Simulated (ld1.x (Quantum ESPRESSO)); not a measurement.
## What the settings do to the TM potential of Fe (Z = 26)

Base potential:

* Element: iron (Fe)
* Generator: ld1.x (Quantum ESPRESSO) 7.5
* Type: norm-conserving Troullier–Martins (Kleinman–Bylander form)
* Functional: LDA (PZ)
* Relativity: scalar-relativistic
* Frozen core: [Ne]
* Valence charge: 16
* Reference configuration: 3s2 3p6 3d6 4s0 4p0 (charge +2)
* Partial waves: 3s (bound): rc 1.35 bohr; 3p (bound): rc 1.05 bohr; 3d (bound): rc 1.25 bohr
* Local potential: all-electron potential smoothed inside 1.20 bohr (lloc = -1)
* Core correction: a·sin(br)/r model core inside 1.00 bohr

All-electron outer shells of the reference configuration (LDA (PZ), scalar-relativistic, ld1.x):

```tsv
shell	level (eV)	outermost node (bohr)	outermost maximum (bohr)
2p	-716.31	–	0.18
3s	-112.05	0.33	0.70
3p	-78.48	0.30	0.72
3d	-26.03	–	0.71
4s	-20.37	1.00	2.15
4p	-14.32	1.08	2.53
```

Cutoffs, loose and tight: the cutoffs (Ry, on a coarse ladder) from which the occupation-weighted sum of valence levels, in a spherical-Bessel basis at the reference potential, stays within 10 and 1 mRy of its value at 400 Ry. They do not see the model core or the augmentation charge, which bear on the density cutoff. Test errors are all-electron minus pseudo excitation energies from the reference, over the configurations 3s2 3p6 3d6 4s2 4p0; 3s2 3p6 3d6 4s1 4p0; 3s2 3p6 3d5 4s0 4p0; 3s2 3p5 3d6 4s2 4p0; 3s2 3p6 3d5 4s2 4p0; 3s1 3p6 3d6 4s2 4p0; 3s2 3p6 3d6 4s1.5 4p0 (two spin-polarised tests are not counted in the largest error). A dash means not determined; rows that change the core or the reference have their own tests.

| change | outcome | cutoff, loose | cutoff, tight | bound ghosts | largest test error (meV) |
| --- | --- | --- | --- | --- | --- |
| base | generated | 140 Ry | 230 Ry | none | +272 |
| all radii but the core radius scaled by about 0.77 (s 1.04, p 0.80, d 0.96 bohr); local potential all-electron potential smoothed inside 0.92 bohr (lloc = -1) | generated | 200 Ry | 300 Ry | none | +650 |
| all radii but the core radius scaled by about 0.89 (s 1.20, p 0.94, d 1.12 bohr); local potential all-electron potential smoothed inside 1.08 bohr (lloc = -1) | generated | 160 Ry | 260 Ry | none | +653 |
| all radii but the core radius scaled by about 1.34 (s 1.80, p 1.40, d 1.68 bohr); local potential all-electron potential smoothed inside 1.60 bohr (lloc = -1) | generated | 90 Ry | 160 Ry | none | +2175 |

(1) What comes out with this change to the base: all radii but the core radius scaled by about 1.12 (s 1.52, p 1.18, d 1.40 bohr); local potential all-electron potential smoothed inside 1.36 bohr (lloc = -1)?

(2) What comes out with this change to the base: all radii but the core radius scaled by about 1.04 (s 1.40, p 1.08, d 1.30 bohr); local potential all-electron potential smoothed inside 1.24 bohr (lloc = -1)?

(3) What comes out with this change to the base: all radii but the core radius scaled by about 1.24 (s 1.68, p 1.30, d 1.56 bohr); local potential all-electron potential smoothed inside 1.48 bohr (lloc = -1)?

## Answers

(1) outcome: generated; cutoff, loose: 120 Ry; cutoff, tight: 200 Ry; bound ghosts: none; largest test error (meV): -3040.

(2) outcome: generated; cutoff, loose: 140 Ry; cutoff, tight: 200 Ry; bound ghosts: none; largest test error (meV): +206.

(3) outcome: generated; cutoff, loose: 110 Ry; cutoff, tight: 180 Ry; bound ghosts: none; largest test error (meV): +5592.

Reading the sweep of the scale of all radii but the core radius (base = 1) (base included, trends over the rows without a ghost): The loose cutoff falls from 200 Ry at 0.77 to 90 Ry at 1.34. A larger radius leaves more room for a smooth pseudo-wave, so fewer plane waves are needed; a smaller one forces it to follow the all-electron wave where it bends sharply. The median size of the test errors (rows with all tests solved) is not monotonic: lowest 81.8 meV at 1.04, highest 3331.5 meV at 1.24.
